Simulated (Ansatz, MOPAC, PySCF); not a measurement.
Dimer: GeH4 (SMILES [GeH4]) (first 5 atoms) with CH3NO (SMILES NC=O); geometry from B3LYP-D3(BJ)/def2-TZVP, rigid monomers moved along the line of their centres of mass till Ge1···O8 is 4.50 Å.
(charge 0, multiplicity 1):
```xyz
11

Ge    -0.15182    -0.51402    -0.00193
H     -1.49490     0.14345     0.32298
H      0.05050    -0.53408    -1.53086
H     -0.07598    -1.94448     0.53690
H      0.99626     0.32649     0.59238
N      1.29153     0.83244     4.95240
C      0.16768     0.15201     5.27657
O     -0.57978    -0.37330     4.48040
H      1.55028     0.92638     3.98260
H      1.87074     1.24717     5.66044
H     -0.01000     0.11888     6.36660
```

Counterpoise-corrected where a basis set is named; no monomer relaxation. Rows marked so take none.

Cores are frozen in the correlated methods. Filled d and f shells under p-block atoms count as core. Rows in 3-21G, 6-31G*, STO-3G carry no dispersion term and start afresh at each structure (6-31G* with six Cartesian d functions); the Pople sets are all-electron and without relativity. The state reached by PM6, PM7 isn't checked; PM7 holds dispersion and hydrogen-bond terms.

Programs: Ansatz (a quantum-chemistry and plane-wave program) with Gaussian orbitals; MOPAC for PM6, PM7 (differences of heats of formation); PySCF for 3-21G rows, 6-31G* rows, STO-3G rows, the dispersion terms. 

| level | interaction energy (kcal/mol) |
|---|---|
| PM6 | -0.11 |
| PM7 | -0.35 |
| HF/STO-3G (no counterpoise) | -0.24 |
| HF/3-21G (no counterpoise) | -1.30 |
| B3LYP/6-31G* | -0.25 |
| B3LYP/def2-TZVPPD | -0.28 |
| B3LYP-D3(BJ)/def2-TZVPPD | -0.77 |
| PBE0-D3(BJ)/def2-TZVPPD | … |
| SCS-MP2/aug-cc-pVDZ | -0.73 |

### Question
Some entries are withheld; supply them.

### Answer

- PBE0-D3(BJ)/def2-TZVPPD, interaction energy (kcal/mol): -0.88
